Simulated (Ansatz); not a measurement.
Reaction: GeH2Br2 (SMILES [Br][GeH2][Br]) → GeHBr2 (SMILES [Br][GeH][Br], doublet) + H (doublet) (the Ge-H bond breaks)
Each species at its own B3LYP-D3(BJ)/def2-TZVP minimum (Ansatz, a quantum-chemistry and plane-wave program).

Total energies in hartree (Ansatz). Open shells are spin-unrestricted; no spin-orbit coupling. Cores are frozen in correlated methods (noble-gas shells, and filled d and f shells in the p block). No relativity. Where a partner has so few electrons that a lower coupled-cluster level is exact, that level stands in. Spin-orbit terms, left out, reach several kcal/mol for Br and I, and more for heavier atoms.

```tsv
species	HF/cc-pVTZ	CCSD(T)/cc-pVTZ	HF/cc-pVQZ	CCSD(T)/cc-pVQZ	CCSD(T)/cc-pVDZ	CCSDT(Q)/cc-pVDZ
1: GeH2Br2 (dibromogermane, SMILES [Br][GeH2][Br])	-7221.58801	-7222.08279	-7221.59778	-7222.13893	-7221.72082	-7221.72234
2: GeHBr2 (SMILES [Br][GeH][Br], doublet)	-7220.98145	-7221.44892	-7220.99082	-7221.50332	-7221.09211	-7221.09388
3: H (doublet)	-0.49981	-0.49981	-0.49995	-0.49995	-0.49928	-0.49928
```

Question: Work out the bond dissociation energy (electronic) in kcal/mol: take Hartree-Fock from cc-pVQZ, extrapolate the CCSD(T) correlation energy as X^-3 (X = 3, 4), and add CCSDT(Q) - CCSD(T) in cc-pVDZ. 1 hartree = 627.51 kcal/mol.

Answer: 
Species 1: correlation (64·(-0.54115) - 27·(-0.49478))/37 = -0.57499; step -0.00152; E1 = -7221.59778 + (-0.57499) + (-0.00152) = -7222.17429
Species 2: correlation (64·(-0.51250) - 27·(-0.46747))/37 = -0.54536; step -0.00177; E2 = -7220.99082 + (-0.54536) + (-0.00177) = -7221.53795
Species 3: correlation (64·(0.00000) - 27·(0.00000))/37 = 0.00000; step +0.00000; E3 = -0.49995 + (0.00000) + (+0.00000) = -0.49995
-1·E1 +1·E2 +1·E3 = 0.13639 hartree = 85.6 kcal/mol.
